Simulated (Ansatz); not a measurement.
`C[S][AlH][Cl]` + `[OH][InH2]` → `C[S][AlH][O][InH2]` + HCl at 700 K and 1 bar (ligand exchange at the Al–Cl bond).

Gas-phase electronic energies from Ansatz, PBE0-D4/def2-TZVP geometries. CBS: MP2 limit from def2 TZ/QZ plus the TZ coupled-cluster correction, frozen cores. This one scheme is used for every species. Elements past krypton have def2 core potentials. For In outer-core shells are correlated without core-valence functions, which leaves a few kJ/mol of doubt a bond. Each species was taken in one conformer, which may not be the lowest.

| species | CCSD(T)/CBS energy (Eh) | H − E (kJ/mol) | S (J/(mol·K)) |
| --- | --- | --- | --- |
| `C[S][AlH][Cl]` | -1140.13367 | 191.6 | 441.6 |
| `[OH][InH2]` | -266.78179 | 108.6 | 338.8 |
| `C[S][AlH][O][InH2]` | -946.52991 | 258.9 | 584.3 |
| HCl | -460.38127 | 38.4 | 211.8 |

H − E and S are ideal-gas, rigid-rotor, harmonic terms from PBE0-D4/def2-TZVP, for one conformer and one mirror image of each species. 1 Eh = 2625.50 kJ/mol, R = 8.31446 J/(mol·K).

Problem. By hand: ΔE, ΔH, ΔS and ΔG.

Solution. ΔE = (-946.52991) + (-460.38127) − (-1140.13367) − (-266.78179) = 0.00428 Eh = 11.2 kJ/mol. Δ(H − E) = 258.9 + 38.4 − 191.6 − 108.6 = -2.9, so ΔH = 8.3 kJ/mol. ΔS = 584.3 + 211.8 − 441.6 − 338.8 = 15.7 J/(mol·K). ΔG = 8.3 − 700 × (15.7)/1000 = -2.7 kJ/mol.

Problem. By hand: the equilibrium constant, and the temperature at which ΔG would vanish if ΔH and ΔS stayed fixed.

Solution. log₁₀ K = −ΔG/(RT ln 10) = 0.2. ΔG = 0 at ΔH/ΔS = 529 K, though so small a ΔH makes that figure unsure.

TΔS isn't small against ΔH here. The sign of ΔG lies within the doubt. A doubt of 5 kJ/mol in ΔE shifts log₁₀ K by 0.4 here. Other conformers and mirror images would add mixing entropy, several J/(mol·K) or more a flexible species. Modes under 60 cm⁻¹, often nearly free rotors, make the harmonic entropy too high. These are equilibria of isolated gas molecules and say nothing of rates. Largest T1 diagnostic: 0.017 (customary marks: 0.02 for closed shells, 0.045 for open ones).
